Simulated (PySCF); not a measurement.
# Hartree-Fock beside MP2: BH3O2

These are calculations, not measurements. They come from PySCF 2.14.0, an open-source quantum chemistry program, on an isolated molecule that a program drew, which may never have been made. The molecule is BH3O2 (charge 0, singlet), drawn as the SMILES string `OBO`.

The geometry was optimised and harmonic frequencies were computed with HF and MP2, all in the cc-pVDZ basis, for the commonest isotopes, with a restricted reference for singlets and an unrestricted one otherwise, and a frozen core in MP2. Each result is a local minimum of its method.

Geometry at the HF minimum:
```xyz
6
BH3O2, angstrom
O    -1.8212    0.5787   -1.6612
B    -1.9518    1.6868   -0.8886
O    -2.6388    1.7313    0.2810
H    -2.2467   -0.2024   -1.3413
H    -1.4267    2.6906   -1.2633
H    -3.0448    0.9228    0.5545
```

Lengths of the bonds as drawn, in Å (atoms numbered as above):
```
bond,HF,MP2
O1-B2,1.357,1.374
B2-O3,1.357,1.374
O1-H4,0.945,0.967
B2-H5,1.193,1.200
O3-H6,0.945,0.967
```

Rotational constants, in GHz:
```
constant,HF,MP2
A,59.3,59.29
B,10.33,9.99
C,8.8,8.549
```

Harmonic frequencies in cm^-1, each column in rising order, so a row needn't be the same motion in every method:
```
rank    HF   MP2
   1   479   481
   2   532   498
   3   642     ?
   4  1004   950
   5  1016   969
   6  1086  1017
   7  1185  1140
   8  1301  1246
   9  1495  1442
  10  2780  2729
  11  4160  3863
  12  4165  3866
```

**Estimate the missing MP2 frequency from the HF column.**

A single factor s that minimises the squared misfit of MP2 against s times HF over the other rows is sum(HF x MP2) / sum(HF^2) = 0.9413, with an rms misfit of 44 cm^-1. For rank 3 it gives 0.9413 x 642 = 604 cm^-1. The calculation gives 625 cm^-1, 21 cm^-1 above the estimate. The drawn bonds are on average 1.5 % longer in MP2 than in HF.
